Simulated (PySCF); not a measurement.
Levels of Er⁶³⁺ from EOM-EA-GCCSD

Reference: closed-shell Er⁶⁴⁺, [He] 2s2; one electron is added. Calculated with PySCF 2.14, two-component X2C-1e with screened spin-orbit coupling, an even-tempered Gaussian basis (17 s from 12 bohr⁻², ratio 2.6; 13 p from 15 bohr⁻², ratio 2.6; 7 d from 16 bohr⁻², ratio 2.8; 4 f from 290 bohr⁻², ratio 2.8); frozen nothing; the 30 highest virtual spinors dropped; of the others 50 kept and the rest restored at second order. No Breit or QED terms. Binding energies in eV.

```tsv
level	Koopmans
2p1/2	15526.9
2p3/2	14519.2
```

Question: How does correlation move these levels?

Answer: 2p1/2: second order 15525.8, EOM-CCSD 15521.8; 2p3/2: second order 14520.1, EOM-CCSD 14520.0.

For comparison, the ionisation energy of Er⁶³⁺ is 15511 ± 19 eV (theoretical estimate listed by NIST; NIST Atomic Spectra Database, ionization energies).

Only part of the computed levels is shown.
